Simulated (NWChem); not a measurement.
System: CH5AlS; SMILES [AlH2][S]C

Here is an NWChem input.

```
start job
memory heap 200 mb stack 900 mb global 1100 mb
geometry units angstroms
  Al     0.122258     0.260937     1.403532
  H     -0.757759     0.735754     2.569455
  H      1.609792    -0.060091     1.674948
  S     -0.617270     0.012044    -0.646275
  C      0.979588    -0.518753    -1.394697
  H      1.236435     0.188581    -2.173866
  H      0.833523    -1.506501    -1.823657
  H      1.766101    -0.557812    -0.636339
end
basis spherical
  * library def2-svp
end
dft
  xc pbe0
  iterations 150
end
driver
  maxiter 120
end
task dft optimize
task dft freq
```

Output (shortened):

```
             Northwest Computational Chemistry Package (NWChem) 7.3.0
             --------------------------------------------------------

 C1  symmetry detected

                             Geometry "geometry" -> ""
                             -------------------------

 Output coordinates in angstroms (scale by  1.889725989 to convert to a.u.)

  No.       Tag          Charge          X              Y              Z
 ---- ---------------- ---------- -------------- -------------- --------------
    1 Al                  13.0000     0.16509764    -1.44397860     0.00012080
    2 H                    1.0000    -0.65808053    -2.74055442     0.02306402
    3 H                    1.0000     1.70771754    -1.54062678    -0.02146613
    4 S                   16.0000    -0.73148880     0.55769300    -0.00118392
    5 C                    6.0000     0.84666531     1.50703368     0.00309313
    6 H                    1.0000     0.86144124     2.12929092     0.88964470
    7 H                    1.0000     0.86243966     2.12957786    -0.88751211
    8 H                    1.0000     1.70404178     0.82874422    -0.00491691

 Effective nuclear repulsion energy (a.u.)     134.5664257234

                                Z-matrix (autoz)
                                --------

 Units are Angstrom for bonds and degrees for angles

      Type          Name      I     J     K     L     M      Value
      ----------- --------  ----- ----- ----- ----- ----- ----------
    1 Stretch                  1     2                       1.53599
    2 Stretch                  1     3                       1.54580
    3 Stretch                  1     4                       2.19330
    4 Stretch                  4     5                       1.84169
    5 Stretch                  5     6                       1.08323
    6 Stretch                  5     7                       1.08673
    7 Stretch                  5     8                       1.09327
    8 Bend                     1     4     5                96.90046
    9 Bend                     2     1     3               118.83294
   10 Bend                     2     1     4               123.45697
   11 Bend                     3     1     4               117.71004
   12 Bend                     4     5     6               108.04108
   13 Bend                     4     5     7               107.80795
   14 Bend                     4     5     8               110.62095
   15 Bend                     6     5     7               109.96533
   16 Bend                     6     5     8               110.59119
   17 Bend                     7     5     8               109.75673
   18 Torsion                  1     4     5     6        -120.63353
   19 Torsion                  1     4     5     7         120.56322
   20 Torsion                  1     4     5     8           0.54904
   21 Torsion                  2     1     4     5         178.85850
   22 Torsion                  3     1     4     5          -1.05988

                           NWChem Geometry Optimization
                           ----------------------------

 maximum gradient threshold         (gmax) =   0.000450
 rms gradient threshold             (grms) =   0.000300
 maximum cartesian step threshold   (xmax) =   0.001800
 rms cartesian step threshold       (xrms) =   0.001200
 fixed trust radius                (trust) =   0.300000
 source of zmatrix                         =   autoz

          -------------------
          Energy Minimization
          -------------------

 Using diagonal initial Hessian
 Scaling for Hessian diagonals: bonds = 1.00  angles = 0.25  torsions = 0.10

          --------
          Step   0

                                 NWChem DFT Module
                                 -----------------

[...]

      ----------------------
      Optimization converged
      ----------------------

  Step       Energy      Delta E   Gmax     Grms     Xrms     Xmax
  ---- ---------------- -------- -------- -------- -------- --------
@    8    -681.21505583 -2.1D-08  0.00001  0.00001  0.00013  0.00048
                                     ok       ok       ok       ok

                                Z-matrix (autoz)
                                --------

 Units are Angstrom for bonds and degrees for angles

      Type          Name      I     J     K     L     M      Value     Gradient
      ----------- --------  ----- ----- ----- ----- ----- ---------- ----------
    1 Stretch                  1     2                       1.58351   -0.00001
    2 Stretch                  1     3                       1.58827   -0.00000
    3 Stretch                  1     4                       2.17533   -0.00001
    4 Stretch                  4     5                       1.82831   -0.00000
    5 Stretch                  5     6                       1.09837   -0.00000
    6 Stretch                  5     7                       1.09836   -0.00000
    7 Stretch                  5     8                       1.09889   -0.00001
    8 Bend                     1     4     5               103.67744    0.00000
    9 Bend                     2     1     3               125.31179    0.00001
   10 Bend                     2     1     4               116.56969    0.00000
   11 Bend                     3     1     4               118.11851   -0.00001
   12 Bend                     4     5     6               108.76437   -0.00000
   13 Bend                     4     5     7               108.74781   -0.00000
   14 Bend                     4     5     8               112.23562   -0.00000
   15 Bend                     6     5     7               108.94185    0.00000
   16 Bend                     6     5     8               109.04996    0.00000
   17 Bend                     7     5     8               109.04857    0.00000
   18 Torsion                  1     4     5     6        -120.56036    0.00000
   19 Torsion                  1     4     5     7         120.92727    0.00000
   20 Torsion                  1     4     5     8           0.18994    0.00000
   21 Torsion                  2     1     4     5         179.97947   -0.00000
   22 Torsion                  3     1     4     5          -0.02819   -0.00000

                         Geometry "geometry" -> "geometry"
                         ---------------------------------

 Output coordinates in angstroms (scale by  1.889725989 to convert to a.u.)

[...]

 Rotational Constants
 --------------------
 A=   0.520680 cm-1  (  0.749126 K)
 B=   0.138292 cm-1  (  0.198967 K)
 C=   0.111600 cm-1  (  0.160564 K)

 Temperature                      =   298.15K
 frequency scaling parameter      =   1.0000

 Zero-Point correction to Energy  =   32.984 kcal/mol  (  0.052563 au)
 Thermal correction to Energy     =   36.510 kcal/mol  (  0.058182 au)
 Thermal correction to Enthalpy   =   37.102 kcal/mol  (  0.059126 au)

 Total Entropy                    =   74.272 cal/mol-K
   - Translational                =   38.882 cal/mol-K (mol. weight =  75.9927)
   - Rotational                   =   24.799 cal/mol-K (symmetry #  =        1)
   - Vibrational                  =   10.590 cal/mol-K

 Cv (constant volume heat capacity) =   17.816 cal/mol-K
   - Translational                  =    2.979 cal/mol-K
   - Rotational                     =    2.979 cal/mol-K
   - Vibrational                    =   11.857 cal/mol-K

[normal modes left out]

 ----------------------------------------------------------------------------
 Normal Eigenvalue ||           Projected Infra Red Intensities
  Mode   [cm**-1]  || [atomic units] [(debye/angs)**2] [(KM/mol)] [arbitrary]
 ------ ---------- || -------------- ----------------- ---------- -----------
    1       -0.000 ||    0.000017           0.000         0.016       0.004
    2        0.000 ||    0.000787           0.018         0.767       0.194
    3        0.000 ||    0.000020           0.000         0.019       0.005
    4        0.000 ||    0.000604           0.014         0.589       0.149
    5        0.000 ||    0.000028           0.001         0.027       0.007
    6        0.000 ||    0.001951           0.045         1.902       0.481
    7       81.449 ||    0.000451           0.010         0.439       0.111
    8      179.672 ||    0.001259           0.029         1.227       0.310
    9      241.144 ||    0.000457           0.011         0.446       0.113
   10      477.378 ||    0.051023           1.177        49.739      12.586
   11      517.417 ||    0.032838           0.758        32.012       8.101
   12      575.933 ||    0.182131           4.202       177.550      44.929
   13      726.548 ||    0.030000           0.692        29.246       7.401
   14      758.075 ||    0.284875           6.572       277.710      70.274
   15      964.743 ||    0.008028           0.185         7.826       1.980
   16      975.888 ||    0.003015           0.070         2.939       0.744
   17     1335.836 ||    0.010446           0.241        10.183       2.577
   18     1447.715 ||    0.006760           0.156         6.590       1.668
   19     1457.819 ||    0.009462           0.218         9.224       2.334
   20     1935.634 ||    0.121282           2.798       118.232      29.918
   21     1964.075 ||    0.205675           4.745       200.502      50.737
   22     3070.210 ||    0.019215           0.443        18.732       4.740
   23     3185.120 ||    0.001093           0.025         1.066       0.270
   24     3188.706 ||    0.001491           0.034         1.453       0.368
 ----------------------------------------------------------------------------
```

Level: PBE0/def2-SVP.
